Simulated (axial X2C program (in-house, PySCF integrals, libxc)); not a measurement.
# Outer orbitals of InCl⁺ at 2.308 Å, PBE0

Calculated with an in-house all-electron X2C program for linear molecules (integrals from PySCF). Spin-free means the one-electron spin-free X2C Hamiltonian; two-component (2c) means X2C with spin–orbit coupling and atomic mean-field two-electron Coulomb and Gaunt terms, so the difference of the two also holds small scalar two-electron terms. Basis: In dyall-cv3z [11s12p9d4f1g], Cl dyall-av3z [9s8p3d2f] (cores contracted in-house); Gaussian nuclei, density fitting, unrestricted open shells. Masses: In 114.904 u, Cl 34.969 u.

The distance is close to the 2c PBE0 minimum; the highest filled and lowest empty levels are listed.

Spin-free orbitals, state M_S = 1/2, Λ = 0 (beyond evenly filled blocks: σα) (Löwdin shares):

| symmetry | occupied | ε (eV) | atomic character |
| --- | --- | --- | --- |
| σβ | yes | -29.76 | 73% In d, 22% Cl s |
| δ+α | yes | -29.31 | 100% In d |
| δ-α | yes | -29.31 | 100% In d |
| π+α | yes | -29.26 | 99% In d |
| π-α | yes | -29.26 | 99% In d |
| δ+β | yes | -29.21 | 100% In d |
| δ-β | yes | -29.21 | 100% In d |
| π-β | yes | -29.12 | 99% In d |
| π+β | yes | -29.12 | 99% In d |
| σα | yes | -28.12 | 54% Cl s, 39% In d, 4% In p |
| σβ | yes | -27.66 | 61% Cl s, 30% In d, 4% In p |
| σα | yes | -18.10 | 58% Cl p, 34% In s, 4% Cl s |
| σβ | yes | -17.07 | 55% Cl p, 35% In s, 4% Cl s |
| π+α | yes | -15.12 | 91% Cl p, 4% In p, 3% In d |
| π-α | yes | -15.12 | 91% Cl p, 4% In p, 3% In d |
| π-β | yes | -14.95 | 91% Cl p, 4% In p, 3% In d |
| π+β | yes | -14.95 | 91% Cl p, 4% In p, 3% In d |
| σα | yes | -14.54 | 40% In s, 30% Cl p, 24% In p |
| σβ | no | -11.55 | 40% In s, 31% Cl p, 22% In p |
| π-α | no | -7.87 | 84% In p, 7% Cl d, 6% Cl p |
| π+α | no | -7.87 | 84% In p, 7% Cl d, 6% Cl p |
| π+β | no | -7.29 | 84% In p, 8% Cl d, 6% Cl p |
| π-β | no | -7.29 | 84% In p, 8% Cl d, 6% Cl p |

Spinors with spin–orbit coupling (state Ω = 1/2):

| ω | occupied | ε (eV) | atomic character | λ mixture |
| --- | --- | --- | --- | --- |
| 1/2 | yes | -30.23 | 72% In d, 24% Cl s | 89% σ, 11% π |
| -1/2 | yes | -29.98 | 84% In d, 13% Cl s | 71% σ, 29% π |
| -3/2 | yes | -29.79 | 100% In d | 86% δ, 14% π |
| 3/2 | yes | -29.73 | 100% In d | 78% δ, 22% π |
| 1/2 | yes | -29.25 | 86% In d, 11% Cl s | 84% π, 16% σ |
| -1/2 | yes | -29.25 | 86% In d, 12% Cl s | 70% π, 30% σ |
| 5/2 | yes | -28.99 | 100% In d | 100% δ |
| 3/2 | yes | -28.92 | 100% In d | 78% π, 22% δ |
| -5/2 | yes | -28.88 | 100% In d | 100% δ |
| -3/2 | yes | -28.83 | 100% In d | 86% π, 14% δ |
| 1/2 | yes | -28.07 | 48% Cl s, 45% In d, 4% In p | 95% σ, 5% π |
| -1/2 | yes | -27.63 | 59% Cl s, 33% In d, 4% In p | 98% σ, 2% π |
| 1/2 | yes | -18.10 | 58% Cl p, 34% In s, 4% Cl s | 100% σ |
| -1/2 | yes | -17.07 | 55% Cl p, 35% In s, 4% Cl s | 100% σ |
| -1/2 | yes | -15.16 | 91% Cl p, 4% In p, 3% In d | 100% π |
| 3/2 | yes | -15.07 | 91% Cl p, 4% In p, 3% In d | 100% π |
| 1/2 | yes | -15.00 | 91% Cl p, 4% In p, 3% In d | 100% π |
| -3/2 | yes | -14.91 | 91% Cl p, 4% In p, 3% In d | 100% π |
| 1/2 | yes | -14.54 | 40% In s, 30% Cl p, 24% In p | 100% σ |
| -1/2 | no | -11.55 | 40% In s, 31% Cl p, 22% In p | 100% σ |
| -1/2 | no | -8.00 | 84% In p, 7% Cl d, 6% Cl p | 100% π |
| 3/2 | no | -7.73 | 84% In p, 7% Cl d, 6% Cl p | 100% π |
| 1/2 | no | -7.42 | 83% In p, 8% Cl d, 6% Cl p | 99% π, 1% σ |

Mulliken charges and populations of the two-component result (they depend on the basis, above all on diffuse functions):

In 1.18 e (s 9.41 p 18.37 d 20.02 f 0.02), Cl -0.18 e (s 5.98 p 11.15 d 0.04). ⟨Lz⟩ = 0.00 ħ and ⟨Sz⟩ = 0.50 ħ (0.31 and 0.19 on the two atoms), which add up to Ω.

One determinant describes the state; a PBE0 search over occupations chose it and may have missed a lower one. Density functionals use the spin component along the axis (collinear).
